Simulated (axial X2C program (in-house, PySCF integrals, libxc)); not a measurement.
Spectroscopic constants of GeC⁺

All values were computed with an in-house relativistic program for diatomic molecules. Spin-free means the one-electron spin-free X2C Hamiltonian; two-component (2c) means X2C with spin–orbit coupling and atomic mean-field two-electron Coulomb and Gaunt terms, so the difference of the two also holds small scalar two-electron terms. Basis: Ge dyall-cv3z [9s9p7d4f1g], C dyall-v3z [7s6p2d1f] (cores contracted in-house); Gaussian nuclei, density fitting, unrestricted open shells. Masses: Ge 73.921 u, C 12.000 u.

The run was started with this input:
```json
{"zs": [32, 6], "q": 1, "bas": ["dyall-cv3z", "dyall-v3z"], "levels": ["PBE0", "HF", "TPSS"], "cc": true, "r0": 1.78, "thr": -1.0, "nmax": 90, "npts": 10, "nst": 2, "ntry": 6}
```
```bash
python so2c.py task.json out
```

Keys: zs atomic numbers; q charge; bas basis sets; levels methods; cc coupled cluster on or off; r0 starting distance in Å; thr threshold in hartree for freezing inner shells (an s shell follows its p shell); nmax most natural virtual spinors; npts points on the curve; nst determinants followed; ntry starts of the search. HF also brings MP2.

State, spin-free: M_S = 3/2, Λ = 0 (beyond evenly filled blocks: σα, π+α, π-α); electrons by block: σα: 10, σβ: 9, π+α: 4, π+β: 3, π-α: 4, π-β: 3, δ+α: 1, δ+β: 1, δ-α: 1, δ-β: 1. Fragments: Ge+ + C.

State, 2c: Ω = 3/2 (⟨Sz⟩ = 1.50, ⟨Lz⟩ = 0.00 at PBE0); electrons by block: 1/2: 13, -1/2: 13, 3/2: 5, -3/2: 4, 5/2: 1, -5/2: 1. Fragments: Ge+ + C.

```tsv
Hamiltonian	level	Re (Å)	ωe (cm⁻¹)	ωexe (cm⁻¹)	αe (cm⁻¹)	De (eV)	D0 (eV)	k (mdyn/Å)	μ (D)
spin-free	PBE0	1.907	697.3	3.75	0.00342	3.34	3.29	2.96	-0.18
spin-free	HF	1.879	772.7	3.6	0.00309	2.13	2.08	3.63	-0.23
spin-free	MP2	1.904	728.3	2.99	0.00305	2.93	2.88	3.23	n/a
spin-free	CCSD	1.907	716.5	3.65	0.00327	2.81	2.77	3.12	n/a
spin-free	CCSD(T)	1.916	696.2	3.82	0.00344	2.95	2.91	2.95	n/a
spin-free	TPSS	1.928	657.4	3.91	0.0036	3.48	3.43	2.63	-0.05
2c	PBE0	1.907	696.7	3.75	0.00342	n/a	n/a	2.95	-0.18
2c	HF	1.880	772.2	3.6	0.00309	n/a	n/a	3.63	-0.23
2c	MP2	1.904	727.9	n/a	0.00306	2.80	2.76	3.22	n/a
2c	CCSD	1.908	716.0	3.63	0.00328	2.69	2.65	3.12	n/a
2c	CCSD(T)	1.917	695.7	3.78	0.00345	2.83	2.79	2.94	n/a
2c	TPSS	1.929	656.8	3.91	0.0036	n/a	n/a	2.62	-0.05
```

Correlated methods: 7 electrons correlated (number of frozen shells: Ge 3 s, 2 p, 1 d; C 1 s), 213 virtual spin orbitals or spinors in MP2, 90 natural virtuals in coupled cluster.

Dipoles are positive if C is the positive end and refer to the centre of mass.

The state is a single determinant with fixed occupations, the lowest that a limited PBE0 search found. De is counted from the lowest determinant-based energies of the atoms at the same level, without counterpoise correction. De is not given where an atomic determinant may have missed its ground term or J level, or where the truncated virtual space spoils (T). Density functionals use the spin component along the axis (collinear). Coupled cluster ran in a truncated set of natural virtual spinors; the MP2 energy of the rest was added. (T) has no such correction and the atoms are truncated less, which lowers De at CCSD(T) by a hundredth of an eV or more. The 2c atoms are single determinants rather than J levels; their spin–orbit lowering is only partly caught, and De is too large by that part. This holds for MP2, CCSD, CCSD(T). The functionals have no current-density term, which raises determinants with orbital currents, atoms included. With several unpaired electrons one determinant need not be a pure state. This is the top spin component of a Σ state; components of lower Ω are not single determinants and can lie lower. The T1 diagnostic is large, a sign of multireference character. With the outer-core shells frozen, correlated bond lengths of heavy atoms tend to come out a few hundredths of an ångström too long.

Rough cost a point (2c) on 1 thread(s) of a shared host, integrals apart: PBE0 0.5 s, HF 0.3 s, CCSD(T) 4 s, TPSS 0.5 s.

The whole task took 110 s on 1 thread of Intel(R) Xeon(R) Processor @ 2.30GHz (shared host).
